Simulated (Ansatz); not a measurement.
Gas-phase electronic energies from Ansatz, PBE0-D4/def2-TZVP geometries. CBS: MP2 limit from def2 TZ/QZ plus the TZ coupled-cluster correction, frozen cores. This one scheme is used for every species. DFT in def2-TZVPP. For Ge outer-core shells are correlated without core-valence functions, which leaves a few kJ/mol of doubt a bond. Scalar relativity is left out up to krypton. Each species was taken in one conformer, which may not be the lowest.

`[CH3][GeH2][C](=N)F` → `[CH3][GeH]` + `N=CF`  (germylene formation by 1,1-elimination)

`[CH3][GeH2][C](=N)F`:

Cartesian coordinates in Å:
```
C 0.099 -1.733 0.146
Ge -0.474 0.069 0.602
C 0.579 1.373 -0.454
N 0.231 2.290 -1.224
F 1.905 1.185 -0.285
H -0.447 -2.465 0.742
H 1.165 -1.840 0.345
H -0.084 -1.932 -0.911
H -0.245 0.375 2.090
H -1.945 0.330 0.233
H -0.782 2.347 -1.283
```

`[CH3][GeH]`:

```xyz
6

C    -0.166    0.354   -0.403
Ge    1.049   -0.085    1.110
H    -0.073   -0.416   -1.176
H     0.039    1.331   -0.840
H    -1.206    0.320   -0.060
H     0.356   -1.504    1.369
```

`N=CF`:

Z-matrix (Å, degrees):
```
C
N 1 1.242
F 1 1.328 2 120.0
H 1 1.092 2 129.8 3 -180.0
H 2 1.016 1 110.6 3 -180.0
```

```
     level  ΔE (kJ/mol)
r2SCANh-D4        164.4
  BHLYP-D4        145.3
```

**Question.** What does CCSD(T)/CBS give? (Best estimate.)

**Answer.** Computed: +151.9 kJ/mol. The listed levels differ from it by 12.5, -6.6 kJ/mol.

**Question.** What do rigid-rotor, harmonic-oscillator terms from PBE0-D4/def2-TZVP frequencies (298.15 K, 1 bar) make of the CCSD(T)/CBS value? (Estimate.)

**Answer.** The calculation gave: ΔZPE = -4.3 kJ/mol, ΔH = +149.9 kJ/mol, ΔS = 162 J/(mol·K), ΔG = +101.6 kJ/mol. Modes under 50 cm⁻¹ make the entropy rough.

Largest T1 diagnostic among the species: 0.013.

At CCSD(T), def2-SVP lies −7.0 kJ/mol from the extrapolated value and def2-TZVPP +7.0 kJ/mol. Leaving LDA and LC-ωPBE aside and taking each functional with its dispersion term where it has one, the values, not all of them listed here, spread over 41.2 kJ/mol, from BLYP-D4 to PBE-QIDH. LDA lies +41.7 kJ/mol from PBE without D4. In def2-TZVPP, CCSD(T) changes the Hartree–Fock value by +36.7 kJ/mol (the triples alone add +6.0 kJ/mol) and MP2 by +49.9 kJ/mol.

CCSD(T)/CBS has its own doubt, a few kJ/mol and more with outer-core shells, so smaller differences from it don't rank the levels.
